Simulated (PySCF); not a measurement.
C₅H₅ (SMILES [C]1=CCC=C1), doublet, geometry from GFN2-xTB. Base run: PBE/def2-SV(P) (PySCF).

The PySCF input:
```python
from pyscf import gto, scf, dft

mol = gto.Mole()
mol.atom = '''
    C     0.63271514    1.00377510   -0.40823242
    C    -0.64793927    1.06040529   -0.07785499
    C    -1.05254388   -0.32906073    0.36072405
    C     0.21826404   -1.11001148    0.20499239
    C     1.19566152   -0.31001763   -0.24738771
    H    -1.32339526    1.89236723   -0.09407463
    H    -1.40643665   -0.32920901    1.39341395
    H    -1.85258904   -0.72383046   -0.26838099
    H     0.29005654   -2.15803073    0.43458780
    H     2.21541917   -0.57184028   -0.45899413
'''
mol.basis = 'def2-sv(p)'
mol.spin = 1
mol.verbose = 4
mol.build()

mf = dft.UKS(mol)
mf.xc = 'pbe'
mf.kernel()
```

Each row names what was changed in the base input (with any setting that the change needs).

| change | ΔE vs base (mEh) | SCF cycles | <S^2> | outcome |
|---|---|---|---|---|
| base | 0.000 | 13 | 0.758 | converged |
| init_guess = atom | 0.000 | 14 | 0.758 | converged |
| diis_space = 20 | 0.000 | 13 | 0.758 | converged |
| level_shift = 0.3 (with mf.max_cycle = 100) | 0.000 | 22 | 0.758 | converged |
| level_shift = 1.0 (with mf.max_cycle = 100) | 0.000 | 47 | 0.758 | converged |
| conv_tol = 1e-4 | 0.041 | 6 | 0.757 | converged |
| conv_tol_grad = 1e-3 | 0.000 | 13 | 0.758 | converged |
| init_guess = huckel | 0.000 | 16 | 0.758 | converged |
| conv_tol_grad = 1e-7 | 0.000 | 21 | 0.758 | converged |
| conv_tol = 1e-7 | 0.000 | 11 | 0.758 | converged |
| init_guess = 1e | 0.000 | 17 | 0.758 | converged |
| diis_space = 2 | - | 50 | - | not converged |
| init_guess = sap | 0.000 | 16 | 0.758 | converged |

Open shells are given as the SCF converged; they aren't shown to be the lowest states, and a large step between rows can be another state.
